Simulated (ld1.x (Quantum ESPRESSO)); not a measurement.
## Reading a pseudo-wave (Cr)

Columns: radius, all-electron u(r) and pseudo u(r) of the 3s shell (level -72.67 eV) of chromium in the configuration [Ne] 3s2 3p6 3d5.5 4s0.5 4p0; PBE, scalar-relativistic, RRKJ scheme, ld1.x (Quantum ESPRESSO) 7.5.

```csv
r (bohr),all-electron,pseudo
0.070,0.1226,0.0161
0.140,-0.4554,0.0529
0.210,-0.6145,0.1260
0.280,-0.4160,0.2418
0.350,-0.0569,0.3959
0.420,0.3222,0.5747
0.490,0.6483,0.7582
0.560,0.8938,0.9253
0.630,1.0560,1.0579
0.700,1.1445,1.1445
0.770,1.1736,1.1818
0.840,1.1583,1.1736
0.910,1.1119,1.1291
0.980,1.0455,1.0597
1.050,0.9676,0.9766
1.120,0.8842,0.8885
1.190,0.8001,0.8013
1.260,0.7181,0.7182
1.330,0.6402,0.6402
1.400,0.5677,0.5677
1.470,0.5011,0.5011
1.540,0.4406,0.4406
1.610,0.3862,0.3862
1.680,0.3375,0.3375
1.750,0.2942,0.2942
1.820,0.2560,0.2560
```

How many radial nodes do the two functions have?

The all-electron 3s function has n − l − 1 = 2; the pseudo-wave has 0, since the states of the same l below it are removed with the core.

At about which radius was the pseudo-wave matched?

1.30 bohr, where the columns begin to agree (steps of 0.07 bohr).

Is the pseudo-wave norm-conserving?

Yes: the RRKJ scheme keeps the norm inside the radius equal to the all-electron one, which fixes the energy derivative of the logarithmic derivative at the level.
